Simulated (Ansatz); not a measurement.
WS2⁺ (the lowest doublet isomer of a short search). The state is a doublet with charge 1. Geometry PBE-D4/def2-TZVP, basis def2-TZVP, Ansatz.

```tsv
atom	x (Å)	y (Å)	z (Å)
W1	0.623	-0.436	0.389
S2	-0.480	1.174	1.148
S3	-0.143	-0.737	-1.537
```

| run | HOMO (eV) | LUMO (eV) |
| --- | --- | --- |
| A | -14.95 | -7.53 |
| B | -14.78 | -7.58 |
| C | -15.19 | -7.60 |
| D | -11.94 | -10.51 |

In the def2 sets W takes a core potential; there is no spin–orbit coupling. LC-ωPBE has ω = 0.4 bohr⁻¹. The structure comes from a short search, and lower isomers may exist.

HOMO and LUMO are taken over both spins.

**Question.** The runs used LC-ωPBE, PBE, ωB97M-V, ωB97X-V. Estimate which is which.

**Answer.** A ωB97X-V (range-separated); B ωB97M-V (range-separated); C LC-ωPBE (range-separated); D PBE (0 % exact exchange). Exact exchange lowers occupied and raises empty levels; among semilocal functionals meta-GGAs tend to open the gap a little, and such runs are hard to tell apart. The gap grows from 1.43 eV (PBE) to 7.59 eV (LC-ωPBE). At LC-ωPBE/def2-TZVP the charge 1 doublet is spin-contaminated (final ⟨S²⟩ up to 1.00, 0.75 for a pure state).
